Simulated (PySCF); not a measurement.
# Frontier levels across methods

H9NOSi3.
Cartesian coordinates in Å at the PBE0-D3(BJ)/def2-SVP level; atoms count from 1:
```
atom  x, y, z in Å
N1    -3.1668    0.3306    0.3825
Si2   -1.7553   -0.6278    0.7187
Si3    0.0877    0.6240   -0.0109
O4     1.4894   -0.0949    0.5355
Si5    3.1091   -0.2652    0.2342
H6    -4.0827   -0.1034    0.4300
H7    -3.2111    1.2782    0.7418
H8    -1.8684   -1.8915   -0.0734
H9    -1.5436   -1.0333    2.1523
H10    0.0153    2.0305    0.5050
H11    0.1058    0.7034   -1.5080
H12    3.3257   -1.0250   -1.0343
H13    3.7669    1.0721    0.1099
H14    3.7208   -1.0128    1.3685
```

Basis pcSseg-1 throughout (PySCF), one geometry. One conformer (not necessarily the lowest) at the PBE0-D3(BJ)/def2-SVP geometry, without solvent, vibrations or thermal averaging.

Task: How do the orbital energies, the gap and the dipole change with the method?

Result: 
```
   method                    kind  HOMO (eV)  LUMO (eV)  gap (eV)  μ (D)  SCF cycles
     BLYP                     GGA      -5.79      -1.16      4.63   1.44          15
     OPBE                     GGA      -5.92      -1.14      4.78   1.42          14
      PBE                     GGA      -5.92      -1.35      4.57   1.44          14
    B97-D                     GGA      -5.94      -1.15      4.78   1.41          14
      KT2                     GGA      -6.01      -1.54      4.47   1.37          15
      LDA                     LDA      -6.01      -1.60      4.42   1.45          14
      KT3                     GGA      -6.03      -1.37      4.66   1.37          14
     BP86                     GGA      -6.04      -1.39      4.66   1.44          14
    B97-2           global hybrid      -7.04      -0.46      6.58   1.37          13
    B3LYP           global hybrid      -7.05      -0.66      6.39   1.39          13
     PBE0           global hybrid      -7.28      -0.50      6.78   1.38          13
 mPW1PW91           global hybrid      -7.32      -0.46      6.85   1.37          13
BHandHLYP           global hybrid      -8.51       0.44      8.95   1.34          12
CAM-B3LYP  range-separated hybrid      -8.63       0.57      9.19   1.37          13
  wB97X-D  range-separated hybrid      -9.16       1.29     10.44   1.37          13
  LC-wPBE  range-separated hybrid      -9.98       1.72     11.70   1.35          14
       HF            Hartree–Fock     -10.37       2.75     13.12   1.33          10
```

The HOMO spans 4.58 eV, from BLYP down to HF, and the gap runs from 4.42 eV (LDA) to 13.12 eV (HF). Over the methods BLYP (0 %), OPBE (0 %), PBE (0 %), B97-D (0 %), KT2 (0 %), LDA (0 %), KT3 (0 %), BP86 (0 %), B97-2 (21 %), B3LYP (20 %), PBE0 (25 %), mPW1PW91 (25 %), BHandHLYP (50 %), HF (100 %), a straight line through the gap against the share of exact exchange rises by 0.85 eV for each 10 % (correlation coefficient 0.999). The dipole ranges from 1.33 D (HF) to 1.45 D (LDA). This basis has no diffuse functions.
